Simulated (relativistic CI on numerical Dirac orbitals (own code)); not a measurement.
Forbidden lines of Rb⁷⁺

Method of calculation: Dirac-Coulomb-Breit CI, separate exchange-only KLI orbitals for each configuration, QED by a radiative potential, unscaled Slater integrals (own radial code, finite nucleus).

CI space (outside the closed core [Ar]): 3d10 4s2, 3d10 4s 4p, 3d10 4p2, 3d10 4s 4d, 3d10 4d2, 3d10 4s 4f, 3d10 4p 4d, 3d10 4p 5s, 3d10 4s 5s, 3d10 4f2, 3d10 4p 4f, 3d10 4s 5p, 3d10 4s 5d, 3d10 4d 5s, 3d10 4s 6s, 3d10 4d 4f, 3d10 4s 6p, 3d10 4s 5f, 3d10 5s2, 3d10 4s 5g, 3d10 4s 6d, 3d10 4s 7s, 3d10 4f 5s, 3d10 4s 7p, 3d10 4s 7d, 3d9 4s2 4p, 3d9 4s2 4d, 3d9 4s2 5s. Double excitations out of closed p, d and f shells are left out; levels of such configurations are missing from the list, as are those of other unlisted configurations, and high levels can miss mixing partners. These lack a partner that the ground configuration has and come out too high: 3d9 4s2 4p, 3d9 4s2 4d, 3d9 4s2 5s.

| λ vac (Å) | Lower | Upper | Type | A (s⁻¹) | gf | Branching (%) |
| --- | --- | --- | --- | --- | --- | --- |
| 128.34 | 3d10 4s 4p 3P°_2 [4] | 3d9 4s2 4p 3P°_0 [99] | E2 | 8.53e+05 | 2.11e-06 | 8.7 |
| 129.27 | 3d10 4s 4p 3P°_2 [4] | 3d9 4s2 4p 3F°_4 [97] | E2 | 9.18e+05 | 2.07e-05 | 3.2 |
| 129.72 | 3d10 4s 4p 3P°_0 [2] | 3d9 4s2 4p 3P°_2 [94] | E2 | 3.53e+05 | 4.46e-06 | 2.3 |
| 130.29 | 3d10 4s 4p 3P°_1 [3] | 3d9 4s2 4p 3P°_2 [94] | E2 | 3.60e+05 | 4.59e-06 | 2.3 |
| 719.92 | 3d10 4s2 1S_0 [1] | 3d10 4s 4p 3P°_2 [4] | M2 | 6.36e-01 | 2.47e-10 | 8.4 |
| 12440.7 | 3d10 4s 4p 3P°_1 [3] | 3d10 4s 4p 3P°_2 [4] | M1 | 6.95e+00 | 8.06e-07 | 91.5 |

Terms are leading LS components. Brackets give the number of a level in order of energy, since labels repeat. The list gives strong lines, with weight on those to low levels, among the lowest 129 of 169 levels, so that lines to higher ones, which can be the strongest, are missing. Levels whose partners in the same complex of configurations lie outside the list can be far off, and so can their lines. Rates are taken at the computed energies, electric ones in the length gauge.

At this charge configurations can still be misplaced by up to about 7 % of their energy. 20 of the 21 excited levels that our extract of the measured tables holds in this range could be paired (the sources list more); they are missed by 2945 cm⁻¹ on average and 4241 at most, and levels without a partner can miss by more.

LS names give the leading component of a level, which can be under half, so a name can repeat, a term be missing and a line seem to break the LS rules.
